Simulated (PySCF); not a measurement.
PySCF input file for C₄H₁₃NSi, SMILES CC(C)N(C)[SiH3], TDA-PBE0/def2-SVPD. Coordinates come from a B3LYP-D3(BJ)/def2-SVP optimisation. One conformer was computed; it need not be the lowest.

```python
import numpy as np
from pyscf import gto, scf, dft, tdscf

mol = gto.M(
    atom='''
    C    -1.70748886   -1.28926265    0.63212906
    C    -0.98997245    0.01574583    0.26695915
    C    -1.72290857    0.76727017   -0.85349777
    N     0.43391402   -0.20267513   -0.02449867
    C     0.75634570   -1.02656269   -1.17688922
    Si    1.63008389    0.87065535    0.63945238
    H    -2.72926523   -1.08092425    0.98619185
    H    -1.16195553   -1.81823966    1.42810591
    H    -1.79368536   -1.96495167   -0.23374314
    H    -1.01875781    0.65751149    1.16495364
    H    -1.77438185    0.16466869   -1.77465644
    H    -2.75683047    1.00357267   -0.55590002
    H    -1.20964907    1.71164309   -1.09350186
    H     1.84119965   -1.21174214   -1.21254031
    H     0.47080551   -0.57077912   -2.14591408
    H     0.26559427   -2.01333865   -1.11965222
    H     1.81297274    2.17141899   -0.09089120
    H     2.94770117    0.17057827    0.61725472
    H     1.23182468    1.20698907    2.03724297
    ''',
    basis='def2-SVPD',
    charge=0,
    spin=0,
    max_memory=1600,
    verbose=4,
)
mf = dft.RKS(mol, xc='pbe0').density_fit(auxbasis='def2-universal-jkfit')
mf.grids.level = 3
mf.conv_tol = 1e-9
mf.max_cycle = 100
mf.kernel()
mf.grids = dft.Grids(mol).set(level=1).build(with_non0tab=True)  # coarser grid for the response kernel
td = tdscf.TDA(mf)
td.singlet = True
td.nstates = 6
td.conv_tol = 1e-4
td.positive_eig_threshold = 1e-6
td.kernel(x0=td.get_init_guess(mf, 11))
td.analyze()
tt = tdscf.TDA(mf)
tt.singlet = False
tt.nstates = 2
tt.conv_tol = 1e-4
tt.positive_eig_threshold = 1e-6
tt.kernel(x0=tt.get_init_guess(mf, 7))
tt.analyze(verbose=3)
```

Program output:

```
PySCF version 2.14.0

[INPUT] verbose = 4
[INPUT] num. atoms = 19
[INPUT] num. electrons = 58
[INPUT] charge = 0
[INPUT] spin (= nelec alpha-beta = 2S) = 0
[INPUT] symmetry False subgroup None
[INPUT] Mole.unit = angstrom
[INPUT] Symbol           X                Y                Z      unit          X                Y                Z       unit  Magmom
[INPUT]  1 C     -1.707488860000  -1.289262650000   0.632129060000 AA   -3.226686306146  -2.436353311131   1.194550798779 Bohr   0.0
[INPUT]  2 C     -0.989972450000   0.015745830000   0.266959150000 AA   -1.870776801365   0.029755306304   0.504479679947 Bohr   0.0
[INPUT]  3 C     -1.722908570000   0.767270170000  -0.853497770000 AA   -3.255825334966   1.449930484848  -1.612877033227 Bohr   0.0
[INPUT]  4 N      0.433914020000  -0.202675130000  -0.024498670000 AA    0.819978659409  -0.383000487961  -0.046295776716 Bohr   0.0
[INPUT]  5 C      0.756345700000  -1.026562690000  -1.176889220000 AA    1.429286228492  -1.939922333797  -2.223998304753 Bohr   0.0
[INPUT]  6 Si     1.630083890000   0.870655350000   0.639452380000 AA    3.080412112166   1.645300160387   1.208389867901 Bohr   0.0
[INPUT]  7 H     -2.729265230000  -1.080924250000   0.986191850000 AA   -5.157563805998  -2.042650793901   1.863632502778 Bohr   0.0
[INPUT]  8 H     -1.161955530000  -1.818239660000   1.428105910000 AA   -2.195777720624  -3.435974986222   2.698729046773 Bohr   0.0
[INPUT]  9 H     -1.793685360000  -1.964951670000  -0.233743140000 AA   -3.389574084042  -3.713220504307  -0.441710518096 Bohr   0.0
[INPUT] 10 H     -1.018757810000   0.657511490000   1.164953640000 AA   -1.925173248162   1.242516639855   2.201443327415 Bohr   0.0
[INPUT] 11 H     -1.774381850000   0.164668690000  -1.774656440000 AA   -3.353095736899   0.311178725391  -3.353614636796 Bohr   0.0
[INPUT] 12 H     -2.756830470000   1.003572670000  -0.555900020000 AA   -5.209654560156   1.896477492399  -1.050498790440 Bohr   0.0
[INPUT] 13 H     -1.209649070000   1.711643090000  -1.093501860000 AA   -2.285905449135   3.234536663104  -2.066419032102 Bohr   0.0
[INPUT] 14 H      1.841199650000  -1.211742140000  -1.212540310000 AA    3.479363079145  -2.289860778194  -2.291369100895 Bohr   0.0
[INPUT] 15 H      0.470805510000  -0.570779120000  -2.145914080000 AA    0.889693471836  -1.078616214420  -4.055189898048 Bohr   0.0
[INPUT] 16 H      0.265594270000  -2.013338650000  -1.119652220000 AA    0.501900430554  -3.804658644502  -2.115836050561 Bohr   0.0
[INPUT] 17 H      1.812972740000   2.171418990000  -0.090891200000 AA    3.426021949902   4.103387192780  -0.171759475133 Bohr   0.0
[INPUT] 18 H      2.947701170000   0.170578270000   0.617254720000 AA    5.570347908360   0.322346213102   1.166442369895 Bohr   0.0
[INPUT] 19 H      1.231824680000   1.206989070000   2.037242970000 AA    2.327811278680   2.280878777643   3.849831262496 Bohr   0.0

nuclear repulsion = 324.281324265717
number of shells = 102
number of NR pGTOs = 322
number of NR cGTOs = 228
basis = def2-SVPD
ecp = {}


[settings echo left out]
init E= -504.000591149154
  HOMO = -0.267242464543413  LUMO = -0.0284913929525437  gap/eV = 6.49675
cycle= 1 E= -503.840482827822  delta_E= 0.16  |g|= 0.384  |ddm|= 6.09
  HOMO = -0.16697800560964  LUMO = 0.0248815484966292  gap/eV = 5.22076
cycle= 2 E= -503.822382359843  delta_E= 0.0181  |g|= 0.478  |ddm|=  1.3
  HOMO = -0.237715402069638  LUMO = 0.0155771333758543  gap/eV = 6.89244
cycle= 3 E= -503.878609181618  delta_E= -0.0562  |g|= 0.0771  |ddm|= 0.715
  HOMO = -0.228329549565261  LUMO = 0.0153456279862469  gap/eV = 6.63074
cycle= 4 E= -503.879757708944  delta_E= -0.00115  |g|= 0.0288  |ddm|= 0.128
  HOMO = -0.23135760409877  LUMO = 0.0151550652484729  gap/eV = 6.70795
cycle= 5 E= -503.879945721179  delta_E= -0.000188  |g|= 0.00492  |ddm|= 0.0468
  HOMO = -0.231141931769962  LUMO = 0.0152177381909291  gap/eV = 6.70379
cycle= 6 E= -503.879951001815  delta_E= -5.28e-06  |g|= 0.0014  |ddm|= 0.0128
  HOMO = -0.231125084546353  LUMO = 0.0152314684833592  gap/eV = 6.70370
cycle= 7 E= -503.879951464545  delta_E= -4.63e-07  |g|= 0.000304  |ddm|= 0.00253
  HOMO = -0.231122557964831  LUMO = 0.0152310937520488  gap/eV = 6.70362
cycle= 8 E= -503.879951485207  delta_E= -2.07e-08  |g|= 6.96e-05  |ddm|= 0.000662
  HOMO = -0.23111386132441  LUMO = 0.0152349229245408  gap/eV = 6.70349
cycle= 9 E= -503.879951486626  delta_E= -1.42e-09  |g|= 1.5e-05  |ddm|= 0.000177
  HOMO = -0.231113766042963  LUMO = 0.0152346240019083  gap/eV = 6.70348
cycle= 10 E= -503.879951486687  delta_E= -6.08e-11  |g|= 5e-06  |ddm|= 3.88e-05
  HOMO = -0.231114070228183  LUMO = 0.015234484414449  gap/eV = 6.70349
Extra cycle  E= -503.879951486684  delta_E= 2.84e-12  |g|= 5.45e-06  |ddm|= 1.6e-05
converged SCF energy = -503.879951486684
tot grids = 64392
Overwritten attributes  positive_eig_threshold  of <class 'pyscf.tdscf.rks.TDA'>


******** <class 'pyscf.tdscf.rks.TDA'> for <class 'pyscf.df.df_jk.DFRKS'> ********
nstates = 6 singlet
deg_eia_thresh = 1.000e-03
wfnsym = None
conv_tol = 0.0001
eigh lindep = 1e-12
eigh level_shift = 0
eigh max_cycle = 100


Excitation energies (eV)
[5.46728518 6.05572696 6.26580726 6.56143787 6.73428312 6.85584772]

** Singlet excitation energies and oscillator strengths **
Excited State   1:      5.46729 eV    226.77 nm  f=0.0035
      29 -> 30        0.68396
      29 -> 31       -0.14930
Excited State   2:      6.05573 eV    204.74 nm  f=0.0170
      29 -> 30        0.14982
      29 -> 31        0.66289
      29 -> 32       -0.16780
Excited State   3:      6.26581 eV    197.87 nm  f=0.0037
      29 -> 31       -0.16072
      29 -> 32       -0.59822
      29 -> 33        0.30160
      29 -> 36       -0.11585
Excited State   4:      6.56144 eV    188.96 nm  f=0.0055
      29 -> 32        0.31541
      29 -> 33        0.59671
      29 -> 34        0.15042
Excited State   5:      6.73428 eV    184.11 nm  f=0.0189
      29 -> 33       -0.15397
      29 -> 34        0.68114
Excited State   6:      6.85585 eV    180.84 nm  f=0.0190
      29 -> 35        0.68660

** Transition electric dipole moments (AU) **
state          X           Y           Z        Dip. S.      Osc.
  1         0.0918      0.1187      0.0586      0.0260      0.0035
  2        -0.1063     -0.2913      0.1367      0.1149      0.0170
  3         0.0645      0.1332     -0.0473      0.0241      0.0037
  4         0.0428     -0.1643      0.0730      0.0341      0.0055
  5        -0.1074      0.0441     -0.3183      0.1148      0.0189
  6        -0.1685     -0.2289     -0.1795      0.1130      0.0190

** Transition velocity dipole moments (imaginary part, AU) **
state          X           Y           Z        Dip. S.      Osc.
  1         0.0109      0.0097      0.0091      0.0003      0.0010
  2        -0.0123     -0.0572      0.0408      0.0051      0.0152
  3         0.0158      0.0382     -0.0101      0.0018      0.0052
  4         0.0126     -0.0382      0.0276      0.0024      0.0066
  5        -0.0111      0.0256     -0.0587      0.0042      0.0114
  6        -0.0286     -0.0370     -0.0315      0.0032      0.0084

** Transition magnetic dipole moments (imaginary part, AU) **
state          X           Y           Z
  1        -0.1879      0.2450      0.2718
  2         0.2796     -0.0296     -0.0434
  3        -0.1406     -0.1272     -0.2849
  4        -0.4734     -0.0106     -0.0498
  5        -0.3800     -0.2464     -0.0501
  6        -0.0484      0.1462      0.4431


******** <class 'pyscf.tdscf.rks.TDA'> for <class 'pyscf.df.df_jk.DFRKS'> ********
nstates = 2 triplet
deg_eia_thresh = 1.000e-03
wfnsym = None
conv_tol = 0.0001
eigh lindep = 1e-12
eigh level_shift = 0
eigh max_cycle = 100


Excitation energies (eV)
[5.2815635  5.79779567]

** Triplet excitation energies and oscillator strengths **
Excited State   1:      5.28156 eV    234.75 nm  f=0.0000
Excited State   2:      5.79780 eV    213.85 nm  f=0.0000
```

The calculation finished and met its thresholds.
